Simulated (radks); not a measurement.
Question: These are the eigenvalues of the occupied orbitals of an atom or ion with whole-number occupations (eV). All-electron calculation, scalar-relativistic Kohn-Sham, PBE, spin-polarised, spherical densities, finite nucleus; Fermi nuclear charge, rms radius of each element as measured or else 0.836 A^(1/3) + 0.57 fm. Program: a radial shooting solver on a logarithmic mesh with Libxc functionals.

| orbital | eigenvalue |
|---|---|
| 1s down | -22017.90 |
| 1s up | -22017.89 |
| 2s up | -3236.356 |
| 2s down | -3235.888 |
| 2p up | -2907.050 |
| 2p down | -2906.700 |
| 3s up | -636.2986 |
| 3s down | -636.0621 |
| 3p up | -528.1084 |
| 3p down | -527.8366 |
| 3d up | -354.2501 |
| 3d down | -353.8217 |
| 4s up | -153.4607 |
| 4s down | -151.2764 |
| 4p up | -122.0824 |
| 4p down | -119.7901 |
| 4d up | -75.4547 |
| 5d up | -33.2540 |

Which element is it, and in what charge state? The configuration may be excited. Open shells, if any, are filled with parallel spins first.

Answer: Z = 44, ruthenium, charge +5: Ru5+ in [Kr] 4d2 5d1. The list shows which subshells hold electrons but not how many an open one holds; the 1s level, -809.14 hartree, gives Z - s = 40.2 by -(Z - s)^2/2, which with screening and relativity narrows Z to a few neighbours, and the depths of the outer levels then fix element, charge and occupations together.
